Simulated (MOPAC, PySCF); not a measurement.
HFGeO, SMILES `[F][Ge][OH]` (lower singlet; H–O–Ge–F torsion 0°), neutral singlet in the gas phase. This singlet lies 3.28 eV below the relaxed triplet at the level frozen-core CCSD(T)/cc-pVTZ // B3LYP-D3(BJ)/def2-TZVP (Ansatz).

Cartesian coordinates (Å):
```xyz
4

O     -1.0300     0.3117     0.0102
Ge     0.6341     0.9542    -0.0014
F      1.4811    -0.6124    -0.0156
H     -1.0853    -0.6535     0.0069
```
Charge 0, multiplicity 1.

All levels are single points at this geometry (B3LYP-D3(BJ)/def2-TZVP); Pople sets use spherical d functions. Orbital energies aren't observables, and empty levels follow the basis.

```json
[
 {"level": "B3LYP-D3(BJ)/def2-TZVP in PySCF", "HOMO (eV)": "-8.25", "LUMO (eV)": "-2.35", "gap (eV)": "5.90", "dipole (D)": "0.75", "vertical IE, Delta-SCF (eV)": "–"},
 {"level": "M06-2X/6-31G* in PySCF", "HOMO (eV)": "-9.30", "LUMO (eV)": "-0.99", "gap (eV)": "8.31", "dipole (D)": "0.27", "vertical IE, Delta-SCF (eV)": "–"},
 {"level": "SVWN5/6-31G* in PySCF", "HOMO (eV)": "-7.08", "LUMO (eV)": "-2.83", "gap (eV)": "4.26", "dipole (D)": "0.25", "vertical IE, Delta-SCF (eV)": "10.85"},
 {"level": "HF/3-21G in PySCF", "HOMO (eV)": "-10.60", "LUMO (eV)": "1.21", "gap (eV)": "11.80", "dipole (D)": "0.37", "vertical IE, Delta-SCF (eV)": "–"},
 {"level": "HF/STO-3G in PySCF", "HOMO (eV)": "-7.12", "LUMO (eV)": "5.38", "gap (eV)": "12.50", "dipole (D)": "0.34", "vertical IE, Delta-SCF (eV)": "–"},
 {"level": "AM1 in MOPAC", "HOMO (eV)": "-9.12", "LUMO (eV)": "-0.84", "gap (eV)": "8.28", "dipole (D)": "0.45", "vertical IE, Delta-SCF (eV)": "–"}
]
```
